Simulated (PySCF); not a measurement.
[Tl(OH)2]−: from a saddle point downhill

PySCF 2.14.0, RKS PBE, Tl def2-SVP with ECP60, O def2-SVP, H def2-SVP; non-relativistic Hamiltonian with scalar-relativistic core potentials where named; density fitting; no spin-orbit coupling. Relaxed within the symmetry of its start, the geometry (D∞h) is

```xyz
5

Tl    0.0000    0.0000    0.0000
O     0.0000    0.1725    2.3564
H     0.0000    0.2442    3.3351
O     0.0000   -0.1725   -2.3564
H     0.0000   -0.2442   -3.3351
```

and its lowest harmonic modes are -198, -198, 136, 136, 259, 259 cm⁻¹ (negative: unstable). It was moved along the lowest mode and relaxed again, within the group C2v that the move left.

Where does it end, and how much lower?

In C2v, 1.227 eV lower, after 32 steps:
```xyz
5

Tl    1.4306   -0.4338    0.0318
O    -0.0950    0.1473    1.6164
H    -0.8751    0.3443    1.0587
O    -0.0950   -0.0897   -1.6206
H    -0.8751    0.1864   -1.0975
```

How do the contacts change?


```
    contact  saddle (Å)  end (Å)
Tl1–O2 (OH)       2.363    2.275
Tl1–O4 (OH)       2.363    2.275
```


Is the end a minimum?

Yes; lowest modes 132, 173, 344, 366, 390, 517 cm⁻¹.

State: singlet.
